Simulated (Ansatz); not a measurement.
Stepwise reaction of `[SH][In]([Cl])[Cl]` with water, as a gas-phase model of exchange steps in deposition or etching. ΔE in kJ/mol.

Gas-phase electronic energies from Ansatz, PBE0-D4/def2-TZVP geometries. CCSD(T)/CBS adds triple-zeta CCSD(T) − MP2 to the extrapolated MP2 energy (def2 sets, frozen cores). This one scheme is used for every species. Functionals use def2-TZVPP. B3LYP here is the variant with VWN-RPA as its local correlation; programs differ in this. def2 core potentials past Kr. For In outer-core shells are correlated without core-valence functions, which leaves a few kJ/mol of doubt a bond. Each species was taken in one conformer, which may not be the lowest.

| step | reaction | PBE-D4 | B3LYP-D4 | ωB97M-V | CCSD(T)/CBS |
| --- | --- | --- | --- | --- | --- |
| 2 | `[OH][In]([SH])[Cl]` + H₂O → `[OH][In]([OH])[SH]` + HCl | 88.2 | 91.7 | 92.6 | 90.7 |

(1) Give the row of step 1, `[SH][In]([Cl])[Cl]` + H₂O → `[OH][In]([SH])[Cl]` + HCl. (An estimate is asked.)

(2) By hand: ΔE of the 2 steps together at CCSD(T)/CBS.

Results:

(1) Ansatz gave: 
```
step                                                 reaction  PBE-D4  B3LYP-D4  ωB97M-V  CCSD(T)/CBS
   1  `[SH][In]([Cl])[Cl]` + H₂O → `[OH][In]([SH])[Cl]` + HCl    80.8      85.1     86.1         84.7
```

(2) (84.7) + (90.7) = 175.4 kJ/mol, or 87.7 kJ/mol a step.

In ΔE each step is higher than the one before. All are uphill at CCSD(T)/CBS. PBE-D4 differs from CCSD(T)/CBS by -3.9 to -2.5 kJ/mol a step. Isolated molecules leave out the surface, adducts and barriers. Largest T1 diagnostic: 0.016.
